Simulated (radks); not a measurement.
Task: These are the eigenvalues of the occupied orbitals of an atom or ion with whole-number occupations (hartree). Method: Dirac Kohn-Sham, BLYP, spin-unpolarised, spherical densities, finite nucleus; Fermi nuclear charge, rms radius of each element as measured or else 0.836 A^(1/3) + 0.57 fm; computed with a radial shooting solver on a logarithmic mesh with Libxc functionals.

1s1/2: -3363.437
2s1/2: -771.1791
2p1/2: -752.0527
2p3/2: -673.9937
3s1/2: -314.2550
3p1/2: -307.3803

Which element is it, and in what charge state? The configuration may be excited. Open shells, if any, fill j = l - 1/2 first.

Result: Z = 81, thallium, charge +68: Tl68+ in [Ne] 3s2 3p1. The list shows which subshells hold electrons but not how many an open one holds; the 1s level, -3363.4 hartree, gives Z - s = 82.0 by -(Z - s)^2/2, which with screening and relativity narrows Z to a few neighbours, and the depths of the outer levels then fix element, charge and occupations together.
